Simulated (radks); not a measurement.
Ionisation of the mercury ion Hg2+, [Xe] 4f14 5d10, to [Xe] 4f14 5d9 as the strength of local exchange is varied. All-electron calculation, Dirac Kohn-Sham, Slater X-alpha exchange (alpha = 2/3 is LDA exchange), no correlation, spin-unpolarised, spherical densities, point nucleus. Program: a radial shooting solver on a logarithmic mesh with Libxc functionals.

alpha = 0.605: E(Hg2+) (hartree) -19609.2369; exchange (hartree) -320.6155; IE (eV) 32.188; -e of the level emptied (eV) 25.646 (5d5/2); <r> of it (bohr) 1.493
alpha = 0.641: E(Hg2+) (hartree) -19628.3247; exchange (hartree) -340.0419; IE (eV) 32.895; -e of the level emptied (eV) 26.301 (5d5/2); <r> of it (bohr) 1.482
alpha = 0.667: E(Hg2+) (hartree) -19642.1224; exchange (hartree) -354.0964; IE (eV) 33.412; -e of the level emptied (eV) 26.780 (5d5/2); <r> of it (bohr) 1.475
alpha = 0.731: E(Hg2+) (hartree) -19676.1296; exchange (hartree) -388.7788; IE (eV) 34.704; -e of the level emptied (eV) 27.981 (5d5/2); <r> of it (bohr) 1.458
alpha = 0.789: E(Hg2+) (hartree) -19707.0020; exchange (hartree) -420.3162; IE (eV) 35.900; -e of the level emptied (eV) 29.096 (5d5/2); <r> of it (bohr) 1.443
alpha = 0.864: E(Hg2+) (hartree) -19746.9984; exchange (hartree) -461.2475; IE (eV) 37.483; -e of the level emptied (eV) 30.575 (5d5/2); <r> of it (bohr) 1.424
alpha = 0.951: E(Hg2+) (hartree) -19793.5005; exchange (hartree) -508.9395; IE (eV) 39.368; -e of the level emptied (eV) 32.344 (5d5/2); <r> of it (bohr) 1.403
alpha = 1.021: E(Hg2+) (hartree) -19830.9988; exchange (hartree) -547.4774; IE (eV) 40.923; -e of the level emptied (eV) 33.807 (5d5/2); <r> of it (bohr) 1.386

NIST Atomic Spectra Database: 34.49 eV (measured). The Delta-SCF value meets it near alpha = 0.72. Spin polarisation and multiplet splitting are left out, so open shells lie too high by an amount that depends on their filling.

Beside tabulated values, note that spin-unpolarised runs miss the spin-polarisation part of the exchange energy of open shells.
